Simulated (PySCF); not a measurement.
2,2,2-trifluoroethanol (C₂H₃F₃O), SMILES FC(F)(F)CO. Geometry: B3LYP-D3(BJ)/def2-SVP. The values are those of a single conformer.

These are B3LYP-D3(BJ)/def2-SVP run with PySCF values and carry that method's errors.

Harmonic wavenumbers (cm⁻¹): 115, 225, 335, 403, 430, 538, 551, 669, 841, 957, 1128, 1171, 1220, 1279, 1313, 1388, 1446, 1473, 3009, 3120, 3804. Rotational constants (GHz): 5.301, 2.830, 2.800; symmetry number 1.

### Question
Work out the zero-point energy and the ideal-gas rigid-rotor harmonic-oscillator thermochemistry at 298.15 K and 1 atm.

### Answer
ZPE = ½ Σ hcν = ½ × 25415 cm⁻¹ = 152.01 kJ/mol. H − E(el) = 169.59 kJ/mol. Entropy in J/(mol K): translation 166.19, rotation 110.62, vibration 42.40, total 319.21. G − E(el) = 74.42 kJ/mol. Cp = 90.48 J/(mol K). Modes under 150 cm⁻¹ make the vibrational entropy uncertain.
